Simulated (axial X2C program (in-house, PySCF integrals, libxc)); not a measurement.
Potential curves of SrSe⁻, with spin–orbit coupling

Calculated with an in-house relativistic program for diatomic molecules. Two-component (2c) means X2C with spin–orbit coupling and atomic mean-field two-electron Coulomb and Gaunt terms. Basis: Sr dyall-acv3z [14s13p9d6f1g], Se dyall-acv3z [9s10p7d5f1g] (cores contracted in-house); Gaussian nuclei, density fitting, unrestricted open shells. Masses: Sr 87.906 u, Se 79.917 u.

State: Ω = 1/2 (⟨Sz⟩ = 0.50, ⟨Lz⟩ = 0.00 at PW91). Energies in cm⁻¹ from the fragments at the same level (Sr + Se-). Fits are polynomials in 1 − R0/R over 0.85 to 1.23 times the lowest point R0.

| R (Å) | PW91 |
| --- | --- |
| 2.3212 | -15024 |
| 2.4279 | -18642 |
| 2.5079 | -20200 |
| 2.5880 | -21017 |
| 2.6680 | -21261 |
| 2.7614 | -21012 |
| 2.8548 | -20346 |
| 2.9748 | -19095 |
| 3.1216 | -17231 |
| 3.3350 | -14350 |

The state is a single determinant with fixed occupations, the lowest that a limited PBE0 search found. De is counted from the lowest determinant-based energies of the atoms at the same level, without counterpoise correction. Density functionals use the spin component along the axis (collinear). Without a current term, density functionals place determinants with orbital angular momentum somewhat too high. The highest occupied level of some functionals is positive through self-interaction error; at Hartree–Fock it is bound.

Question: What are Re, ωe and De at the PW91 level?

Answer: At PW91, 2c: Re = 2.670 Å, ωe ≈ 231 cm⁻¹, De = 2.64 eV to Sr + Se-; Be follows as 0.0565 cm⁻¹.
